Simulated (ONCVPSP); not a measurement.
**Ar (Z = 18): one change to an ONCV potential, before and after**

```json
{
  "Element": "Ar (Z = 18)",
  "Generator": "ONCVPSP 4.0.1",
  "Type": "optimised norm-conserving Vanderbilt (ONCV)",
  "Functional": "Wu-Cohen",
  "Relativity": "scalar-relativistic",
  "Frozen core": "[Ne]",
  "Valence charge": "8",
  "Reference configuration": "3s2 3p5.5 (charge +0.5)",
  "Partial waves": "3s: rc 1.25 bohr, ncon 3, nbas 6, qcut 6 1/bohr, 2 projectors, debl 1 Ha; 3p: rc 1.15 bohr, ncon 3, nbas 8, qcut 6.6 1/bohr, 2 projectors, debl 1.2 Ha; d scattering state at 0.17 Ha: rc 1.25 bohr, ncon 3, nbas 8, qcut 8.7 1/bohr, 2 projectors, debl 1.2 Ha",
  "Local potential": "polynomial inside 1.10 bohr (lpopt 5, dvloc0 2 Ha)",
  "Core correction": "Teter function, fcfact 4.25, rcfact 1.7"
}
```

In the s channel the program set the typed energies aside and used -1.111, 0.250 Ha.

Change: core correction none.

Cutoffs: the cutoffs (Ha) at which the residual kinetic energy of the hardest occupied pseudo-wave falls to 1 and 0.1 mHa per electron; they do not see the model core or the augmentation charge, which bear on the density cutoff. Errors are all-electron minus pseudo energies relative to the spin-unpolarised reference configuration.

Task: Predict the effect on cutoff, ghosts and configuration errors.

Result: The potential gets neither clearly harder nor softer (18 Ha and 53 Ha → 18 Ha and 53 Ha); of the 4 tests that both files solve, the error grows in 1 and shrinks in 2 by more than 15 % and 0.3 meV (median size 0.8 → 0.7 meV); neither file shows a bound ghost.

```tsv
quantity	base	changed
cutoff, loose	18 Ha	18 Ha
cutoff, tight	53 Ha	53 Ha
bound ghosts	none	none
GHOST(+) flags under 300 eV	none	none
error for 3s2 3p6, meV [ΔE -6.53 eV]	+0.6	+0.8
error for 3s2 3p5, meV [ΔE 9.50 eV]	-0.4	0.0
error for 3s2 3p4, meV [ΔE 38.14 eV]	+0.9	+9.2
error for 3s1 3p6, meV [ΔE 24.07 eV]	-4.1	-0.6
s: phases at 1.27 bohr within 0.05 rad from the reference energy up to (Ha; the scan ends near 5)	to the end of the scan	to the end of the scan
p: phases at 1.17 bohr within 0.05 rad from the reference energy up to (Ha; the scan ends near 5)	to the end of the scan	to the end of the scan
d: phases at 1.27 bohr within 0.05 rad from the reference energy up to (Ha; the scan ends near 5)	to the end of the scan	to the end of the scan
```
